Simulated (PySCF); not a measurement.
CH3BeFO, SMILES [O]([Be][F])C.

Geometry: PBE-D3(BJ)/def2-TZVP. Other conformers were not sampled.

Calculation: TDDFT-CAM-B3LYP/def2-SVPD in PySCF 2.14.0.

Vertical excitations.  State labels are in the subgroup Cs.

Problem. List the lowest excited states. (The exact figures need the calculation; the answer reports its results.)

Solution. 
| state | symmetry | energy (eV) | λ (nm) | f | main pairs |
|---|---|---|---|---|---|
| S1 | A" | 7.11 | 174 | 0.008 | HOMO→LUMO 93 % |
| S2 | A' | 7.13 | 174 | 0.009 | HOMO−1→LUMO 93 % |
| S3 | A" | 8.23 | 151 | 0.004 | HOMO→LUMO+1 70 %, HOMO−1→LUMO+2 11 %, HOMO→LUMO+6 11 % |
| S4 | A" | 8.25 | 150 | 0.006 | HOMO−1→LUMO+2 73 %, HOMO→LUMO+1 12 %, HOMO−1→LUMO+5 11 % |
| S5 | A' | 8.26 | 150 | 0.001 | HOMO→LUMO+2 44 %, HOMO−1→LUMO+1 38 % |
| S6 | A' | 8.48 | 146 | 0.037 | HOMO−1→LUMO+3 61 %, HOMO−1→LUMO+1 18 %, HOMO−1→LUMO+4 13 % |
| S7 | A" | 8.50 | 146 | 0.024 | HOMO→LUMO+3 80 %, HOMO→LUMO+4 12 % |
| S8 | A' | 8.72 | 142 | 0.125 | HOMO→LUMO+2 43 %, HOMO−1→LUMO+1 33 %, HOMO−1→LUMO+3 18 % |
| S9 | A" | 9.64 | 129 | 0.032 | HOMO→LUMO+4 62 %, HOMO−3→LUMO 13 %, HOMO→LUMO+9 11 % |
| S10 | A' | 9.65 | 129 | 0.033 | HOMO−1→LUMO+4 61 %, HOMO−2→LUMO 14 %, HOMO−1→LUMO+9 11 % |
| T1 | A" | 6.87 | 181 | 0 | HOMO→LUMO 90 % |
| T2 | A' | 6.88 | 180 | 0 | HOMO−1→LUMO 90 % |
| T3 | A' | 7.88 | 157 | 0 | HOMO→LUMO+2 43 %, HOMO−1→LUMO+1 30 %, HOMO→LUMO+5 12 %, HOMO−1→LUMO+6 9 % |
| T4 | A" | 8.02 | 155 | 0 | HOMO→LUMO+1 50 %, HOMO−1→LUMO+2 28 %, HOMO→LUMO+6 9 % |
Triplets are in the Tamm–Dancoff approximation, which puts them higher than full response would, so one can lie above its singlet here.
